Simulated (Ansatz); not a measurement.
CH3AlSSe, relaxed with RKS PBE-D4/def2-SVP in Ansatz 0.2.0 from a rough embedded geometry. The force threshold is 0.03 eV/Å; the program also tests the step.

The species carries charge 0 and has multiplicity 1. The bonds changed during the relaxation, so this is another structure than the one it started from.

Start:

```xyz
7

Al   -0.647   -1.085    0.198
C     0.759    0.166   -0.107
S     1.870   -0.202   -0.937
Se    0.672    1.943    0.765
H    -1.961   -0.706    1.070
H    -0.632   -2.581   -0.480
H    -0.061    2.465   -0.509
```

| step | energy (eV) | largest force (eV/Å) | largest move (Å) |
| --- | --- | --- | --- |
| 1 | -83831.2481 | 9.503 | 0.000 |
| 2 | -83832.2453 | 3.647 | 0.144 |
| 3 | -83832.4787 | 0.638 | 0.116 |
| 4 | -83832.5170 | 0.294 | 0.093 |
| 5 | -83832.5985 | 0.919 | 0.195 |
| 6 | -83832.7330 | 1.124 | 0.195 |
| 7 | -83832.8855 | 0.878 | 0.197 |
| 8 | -83833.0171 | 0.566 | 0.200 |
| 9 | -83833.1081 | 0.301 | 0.200 |
| 10 | -83833.1670 | 0.399 | 0.199 |
| 11 | -83833.2143 | 0.637 | 0.195 |
| 12 | -83833.3110 | 0.717 | 0.193 |
| 13 | -83833.4277 | 0.590 | 0.191 |
| 14 | -83833.4801 | 0.449 | 0.190 |
| 15 | -83833.4816 | 1.743 | 0.061 |
| 16 | -83833.5336 | 0.190 | 0.091 |
| 17 | -83833.5376 | 0.170 | 0.040 |
| 18 | -83833.5402 | 0.012 | 0.017 |

End:

```xyz
7

Al   -0.563   -1.180    0.166
C     0.598    0.416   -0.046
S     1.817   -0.728    0.172
Se    0.909    2.221   -0.318
H    -1.160   -1.441    1.623
H    -1.071   -1.877   -1.177
H    -0.531    2.589   -0.420
```

It took 36 s on 2 threads of an Arm Neoverse V1 on a shared host, with 0.15 GiB of host memory at the peak.
